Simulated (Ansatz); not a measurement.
`C[SiH2]SCF` and `FCS[SiH2]Cl` differ in one atom or group.

Ansatz, PBE0-D4/def2-TZVP geometries, multiplicity 1. Each molecule was computed in one conformer, which needn't be the lowest.

```tsv
property	`C[SiH2]SCF`
LUMO energy (PBE0/def2-TZVPP) / eV	0.38
LUMO energy (PBE/def2-TZVPP) / eV	-0.54
HOMO energy (B3LYP/def2-TZVPP) / eV	-7.13
HOMO–LUMO gap (ωB97M-V/def2-TZVPP) / eV	11.74
size of the dipole moment (B3LYP/def2-TZVPP) / D	1.07
size of the dipole moment (ωB97M-V/def2-TZVPP) / D	1.07
```

(1) What does the change do to each property? (Best estimate.)

Answers

(1) Computed: 
```csv
property,`FCS[SiH2]Cl`,shift
LUMO energy (PBE0/def2-TZVPP) / eV,-0.39,-0.77
LUMO energy (PBE/def2-TZVPP) / eV,-1.30,-0.76
HOMO energy (B3LYP/def2-TZVPP) / eV,-7.61,-0.48
HOMO–LUMO gap (ωB97M-V/def2-TZVPP) / eV,11.55,-0.19
size of the dipole moment (B3LYP/def2-TZVPP) / D,0.63,-0.44
size of the dipole moment (ωB97M-V/def2-TZVPP) / D,0.63,-0.44
```

With PBE0 the HOMO falls by 0.49 eV and the LUMO falls by 0.77 eV, so the gap narrows by about 0.28 eV. PBE moves the HOMO by -0.47 eV and ωB97M-V by -0.49 eV. Dipoles are sizes alone; their direction can turn.

B3LYP here is the variant with VWN-RPA as its local correlation; programs differ in this.
